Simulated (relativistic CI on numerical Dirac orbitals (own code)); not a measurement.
Cubic crystal-field splitting of Tm²⁺ by operator equivalents

Problem. Tm²⁺ (4f13) sits in a cubic field with the Wybourne parameters B⁴₀ = -1490 and B⁶₀ = -130 cm⁻¹. Find the levels of its ground J multiplet, neglecting the mixing with the other J.

Working.
1. One f hole has the ground level ²F7/2 with g_J = 8/7 and the Stevens factors β = −2/1155 and γ = 4/27027.
2. Stevens form: B₄ = β B⁴₀/8 = 0.3225 and B₆ = γ B⁶₀/16 = -0.00120 cm⁻¹, in H = B₄(O₄⁰ + 5O₄⁴) + B₆(O₆⁰ − 21O₆⁴).
3. For J = 7/2 the eigenvalues are E(Γ6) = 840B₄ − 25200B₆ = 301.2, E(Γ7) = −1080B₄ − 15120B₆ = -330.1 and E(Γ8) = 120B₄ + 20160B₆ = 14.5 cm⁻¹.
4. Order and energies above the lowest: Γ7 0.0, Γ8 344.6, Γ6 631.3 cm⁻¹. A Γ7 ground doublet has the isotropic |g| = 3.429.

Check. Diagonalising spin-orbit coupling (free-ion gap 8658 cm⁻¹, from a Dirac-Coulomb-Breit calculation) and field together in all 14 states gives Γ7 0.0, Γ8 342.3, Γ6 634.3 cm⁻¹, with |g| = 3.452. The other multiplet starts at 8710 cm⁻¹; the differences from the hand values come from J mixing and grow with the ratio of the field to that gap.
